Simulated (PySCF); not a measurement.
Electron correlation in F⁺ (fluorine, charge +1)

[He] 2s2 2p4, high-spin 3P determinant. All numbers are calculated (PySCF 2.14, the non-relativistic Hamiltonian (point nucleus), in aug-cc-pVTZ (5s4p3d2f, 46 functions)). Frozen: 1s2; 6 electrons correlated.

| level | correlation energy (mhartree) |
| --- | --- |
| CCSD | -160.29 |
| (T) | -2.20 |
| CCSD(T) | -162.49 |

Diagnostics: T1 = 0.0043, D1 = 0.0080, largest double amplitude 0.025.

Cost of the coupled-cluster step: roughly 4 core-seconds, for 6 correlated electrons.
